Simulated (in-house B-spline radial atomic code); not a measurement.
# RPA and G0W0 on wB97X: Au+

Configuration [Xe] 4f14 5d10, mean-field start wB97X. Computed with an all-electron radial atomic-structure program (B-spline basis): all electrons, scalar-relativistic (spin-free one-electron X2C), finite nucleus, each spin shell either full or empty, empty states to l = 9 with an (l + 1/2)⁻⁴ tail; G0W0 by contour deformation at full frequency.

Without the two-electron picture change, the correlation of inner shells comes somewhat too large for so heavy an element.

Command:
```bash
python run_gw.py task.json out
```
Settings (radii: box in bohr, nucleus in fm):
```
Z                        79
electrons                78
configuration            [Xe] 4f14 5d10
hamiltonian              x2c
method                   wb97x
lmax                     9
rms_radius               5.4371
spin_polarised           False
box_radius               23.78
intervals                70
```

Cost of the run: 11 s on 1 thread of Arm Neoverse N1, with other jobs on the host.

Energies (hartree):

```csv
term,value
mean-field total,-19015.44246
Hartree-Fock functional on these orbitals,-19008.65887
direct second order,-7.8487
second-order exchange,1.9399
SOSEX correction,1.8266
```

(1) What is the RPA correlation energy, and what remains with SOSEX?

Quasi-particle levels (eV):

```
level  occupied  mean field  Σx - vxc     Σc  QP weight    G0W0
   5d       yes     -19.333     -1.89      ?          ?       ?
   6s        no      -9.238      1.82  -1.93      0.961  -9.345
```

G0W0 = mean field + (Σx - vxc) + Σc, with Σc (partial-wave tail included) taken at the quasi-particle energy. Only the outer levels were computed. Levels of low weight are left out.

(2) Where does G0W0 put 5d?

Results:

(1) RPA gives -6.8852 hartree (-2.4 eV per electron); RPA + SOSEX gives -5.0586, and the second-order doubles -5.9089 hartree (no singles). RPA lacks exchange-type terms and so overcorrelates at short range.

(2) At -21.361 eV, with Σc = -0.14 eV and a quasi-particle weight of 0.925. The tabulated removal energy is 20.203 ± 0.025 eV (NIST, measured); the calculation leaves out spin-orbit coupling, Breit and QED terms, and what these don't explain is the method's own error.
